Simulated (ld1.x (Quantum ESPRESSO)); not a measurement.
arsenic: one change to a TM potential, before and after

As, norm-conserving Troullier–Martins (Kleinman–Bylander form), made with ld1.x (Quantum ESPRESSO) 7.5 (PBE, scalar-relativistic). Core [Ar] 3d10, reference 4s2 4p3. Waves: 4s (bound): rc 1.70 bohr; 4p (bound): rc 1.35 bohr. Local part: the p channel. Core correction: a·sin(br)/r model core, default radius (core density twice the valence density).

Change: all radii but the core radius scaled by about 0.85 (s 1.44, p 1.14 bohr).

Cutoffs: the cutoffs (Ry, on a coarse ladder) from which the occupation-weighted sum of valence levels, in a spherical-Bessel basis at the reference potential, stays within 10 and 1 mRy of its value at 400 Ry; they do not see the model core or the augmentation charge, which bear on the density cutoff. Errors are all-electron minus pseudo energies relative to the spin-unpolarised reference configuration.

How do hardness, ghosts and transferability respond?

The potential gets harder (55 Ry and 100 Ry → 200 Ry and 260 Ry); both files keep a bound ghost (s); of the 7 tests that both files solve, the error grows in 2 and shrinks in 3 by more than 15 % and 0.3 meV (median size 5.2 → 2.2 meV). A smaller radius makes the pseudo-wave follow the all-electron one further in, where it bends more sharply, so more plane waves are needed.

```tsv
quantity	base	changed
cutoff, loose	55 Ry	200 Ry
cutoff, tight	100 Ry	260 Ry
loose cutoff by channel (10 mRy a level)	s 18 Ry, p 45 Ry	s 30 Ry, p 160 Ry
bound ghosts	s	s
error for 4s2 4p2, meV [ΔE 9.15 eV]	-1.9	+3.6
error for 4s2 4p1, meV [ΔE 27.07 eV]	-20	+2.2
error for 4s2 4p0, meV [ΔE 54.77 eV]	-105	-107
error for 4s2 4p3.3, meV [ΔE -1.23 eV]	+0.2	+0.4
error for 4s2 4p2.5, meV [ΔE 3.56 eV]	-0.4	+0.8
error for 4s1 4p4, meV [ΔE 9.42 eV]	-5.2	-2.2
error for 4s0 4p5, meV [ΔE 19.06 eV]	-16	-2.6
```

 A true bound ghost makes a file unfit for plane-wave use even where its test errors are small: the radial tests pick states by their node count and pass the ghost by.
